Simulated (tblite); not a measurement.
C4H12O3Si, triplet, at the geometry of the source list (a higher spin typed on purpose: for a closed-shell molecule this is an excited state); GFN1-xTB (tblite 0.6.0).

The tblite input:
```
$ tblite run mol.xyz --method gfn1 --charge 0 --spin 2 --json tblite.json --no-restart

# file mol.xyz
20

C     -2.36020000    -1.27880000    -0.52230000
O     -1.50130000    -0.18120000    -0.65810000
Si    -0.00020000    -0.00160000    -0.06600000
C      0.00500000     0.04540000     1.84420000
O      0.60510000     1.36420000    -0.70190000
C      0.08180000     2.66080000    -0.62600000
O      0.89080000    -1.23220000    -0.63870000
C      2.27380000    -1.42340000    -0.53130000
H     -1.89410000    -2.17990000    -0.92450000
H     -2.61030000    -1.44680000     0.52810000
H     -3.27190000    -1.05500000    -1.07920000
H     -0.66120000     0.81350000     2.22740000
H      0.99650000     0.25380000     2.23670000
H     -0.31710000    -0.90150000     2.26870000
H     -0.92450000     2.69130000    -1.04710000
H      0.74110000     3.31650000    -1.19770000
H      0.04330000     3.00240000     0.41130000
H      2.81060000    -0.58400000    -0.97650000
H      2.52180000    -2.34380000    -1.06310000
H      2.57090000    -1.51980000     0.51590000
```

Task: What does tblite print? Leave out banner, timings and long lists.

Result: 
```
xTB calculator
 | screened Coulomb repulsion
 | Coulomb electrostatics
 |  * isotropic Klopman-Ohno-Mataga-Nishimoto electrostatics
 |  * onsite third-order electrostatics
 | DFT-D3(BJ) dispersion correction

halogen bonding energy    0.0000000000000E+00 Eh
repulsion energy          2.8687591113869E-01 Eh
dispersion energy        -7.7400500649352E-03 Eh
number of electrons       5.0000000000000E+01 e
integral cutoff           2.8146159136829E+01 bohr

------------------------------------------------------------
  cycle        total energy    energy error   density error
------------------------------------------------------------
      1     -30.34448850346  -3.0623624E+01   5.8805749E-01
      2     -30.72603374027  -3.8154524E-01   3.3293923E-01
      3     -30.62386351277   1.0217023E-01   1.7786731E-01
      4     -30.68876869503  -6.4905182E-02   8.2594185E-02
      5     -30.75487712370  -6.6108429E-02   3.6938297E-02
      6     -30.73900447652   1.5872647E-02   3.8660529E-02
      7     -30.76881595111  -2.9811475E-02   1.2906958E-02
      8     -30.76894595150  -1.3000039E-04   1.1422086E-02
      9     -30.77152164197  -2.5756905E-03   5.0736594E-03
     10     -30.77173951333  -2.1787136E-04   3.4271912E-03
     11     -30.77134751158   3.9200175E-04   5.1610437E-03
     12     -30.77179845076  -4.5093918E-04   2.4061175E-03
     13     -30.77190886425  -1.1041350E-04   8.9691808E-04
     14     -30.77192165897  -1.2794717E-05   1.3411235E-04
     15     -30.77192145934   1.9963308E-07   1.3828671E-04
     16     -30.77192172846  -2.6912491E-07   7.6605597E-05
     17     -30.77192180495  -7.6486927E-08   3.5992279E-05
     18     -30.77192182683  -2.1880201E-08   5.8696712E-06
------------------------------------------------------------

electronic energy        -3.1051057687901E+01 Eh
total energy             -3.0771921826827E+01 Eh

Post processing:
 | Mayer-Wiberg bond orders

[Info] JSON dump of results written to 'tblite.json'
```
